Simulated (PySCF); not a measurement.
**Bonding in `[SiH3][SiH2]OC1CCCC1`**

Species: C₅H₁₄OSi₂.
Numbering: `[SiH3:1][SiH2:2][O:3][CH:4]1[CH2:5][CH2:6][CH2:7][CH2:8]1` (hydrogens: H9, H10, H11 on Si1; H12, H13 on Si2; H14 on C4; H15, H16 on C5; H17, H18 on C6; H19, H20 on C7; H21, H22 on C8)

Geometry (GFN2-xTB, Å), atoms numbered from 1 in this order:
```xyz
22
C5H14OSi2 angstrom
Si     3.7306    0.9203    0.2429
Si     2.2225   -0.7764   -0.0715
O      0.8414   -0.0392    0.3477
C     -0.4544   -0.5618    0.4111
C     -1.3940    0.4368    1.1169
C     -2.3809    0.9082    0.0474
C     -2.4974   -0.2969   -0.8817
C     -1.0556   -0.7841   -0.9869
H      3.8061    1.8610   -0.8815
H      3.5257    1.7477    1.4370
H      5.0759    0.3505    0.3719
H      2.4030   -1.9851    0.7539
H      2.1378   -1.3161   -1.4421
H     -0.4154   -1.5090    0.9639
H     -0.8127    1.2565    1.5363
H     -1.9223   -0.0617    1.9298
H     -1.9641    1.7539   -0.5011
H     -3.3379    1.2080    0.4719
H     -3.1194   -1.0647   -0.4187
H     -2.9222   -0.0444   -1.8522
H     -0.5018   -0.1621   -1.6914
H     -0.9754   -1.8220   -1.3054
```

Bond orders from the PBE0/pcSseg-1 density (PySCF). Isolated species at its GFN2-xTB geometry (one conformer only).

Problem. Where do the orders between heavy atoms depart from those drawn in the SMILES?

Solution. The largest departure is 0.171, at O3–C4 (drawn single, 0.829). Drawn single, order below 0.88: O3–C4 (0.829).

Problem. Give the Mayer order of every bond, beside its length.

Solution. 
```csv
bond,drawn as,length (Å),Mayer order
Si1–Si2,single,2.292,0.926
Si2–O3,single,1.621,0.952
O3–C4,single,1.399,0.829
C4–C5,single,1.542,1.002
C5–C6,single,1.530,1.042
C6–C7,single,1.526,1.027
C7–C8,single,1.525,1.041
C8–C4,single,1.538,1.014
Si1–H9,single,1.468,0.937
Si1–H10,single,1.467,0.941
Si1–H11,single,1.467,0.920
Si2–H12,single,1.475,0.905
Si2–H13,single,1.476,0.897
C4–H14,single,1.097,0.945
C5–H15,single,1.089,0.953
C5–H16,single,1.090,0.948
C6–H17,single,1.091,0.949
C6–H18,single,1.089,0.958
C7–H19,single,1.091,0.951
C7–H20,single,1.089,0.958
C8–H21,single,1.091,0.939
C8–H22,single,1.089,0.950
```

By pair of heavy elements: C–C: lowest C4–C5 (1.002, 1.542 Å), highest C5–C6 and C7–C8 (1.042, 1.530 Å). Bonds named together lie within 0.004.

Problem. Sum the orders of all bonds at each heavy atom with more than one neighbour and set the sums beside the valence in the SMILES.

Solution. Si1 3.724 (drawn 4), Si2 3.680 (drawn 4), O3 1.781 (drawn 2), C4 3.790 (drawn 4), C5 3.945 (drawn 4), C6 3.976 (drawn 4), C7 3.977 (drawn 4), C8 3.944 (drawn 4). Orders between atoms that aren't bonded are not in these sums.

Mayer orders depend on the basis set.
